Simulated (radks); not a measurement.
Spherical quantum dot in the effective-mass picture: electrons in a hard-walled sphere of radius 12.9, with a point charge +1 (a donor) at the centre, all in effective atomic units (hartree* = m*/eps^2 hartree, bohr* = eps/m* bohr), one dielectric constant everywhere. Method: non-relativistic Kohn-Sham, PBEsol, spin-polarised, spherical densities; computed with a radial shooting solver with Libxc functionals. Levels are named by radial order and angular momentum (1s, 1p, 1d, 2s, ...), and open shells are averaged over m. Each electron was tried in the lowest free levels, single moves between levels near the top were tried too, and the lowest total energy was kept; such a search can miss a lower state. The series stops at N = 9: beyond it a trial failed or the search could not be trusted, so later rows were left out. At N = 1 the Hartree and exchange-correlation terms need not cancel, so that row can carry a self-interaction error.

N                        open shells  2S  mu = E(N) - E(N-1) (hartree*)  addition energy mu(N+1) - mu(N) (hartree*)  e(HOMO) (hartree*)  rms radius (bohr*)
1                   1s(up 1, down 0)   1                       -0.48872                                      0.4639            -0.27163               1.814
2                               none   0                      -0.024812                                      0.1858            0.063869               3.284
3                   2s(up 1, down 0)   1                        0.16096                                     0.08668             0.19683               5.935
4  1p(up 1, down 0) 2s(up 1, down 0)   2                        0.24764                                     0.08766             0.29111               6.963
5  1p(up 2, down 0) 2s(up 1, down 0)   3                        0.33530                                     0.08891             0.37966               7.583
6  1p(up 3, down 0) 2s(up 1, down 0)   4                        0.42421                                      0.1096             0.46880               8.014
7  1p(up 3, down 1) 2s(up 1, down 0)   3                        0.53383                                     0.08293             0.57448               8.381
8  1p(up 3, down 2) 2s(up 1, down 0)   2                        0.61676                                     0.08616             0.65942               8.656
9                   2s(up 1, down 0)   1                        0.70291                                           -             0.74673               8.854

All shells are closed at N = 2 (there: 1s2); the second difference of the energy has clear peaks (12 % above both neighbours; the first and last values, which can be the largest, are not judged, and half-filled shells can peak too) at N = 6.
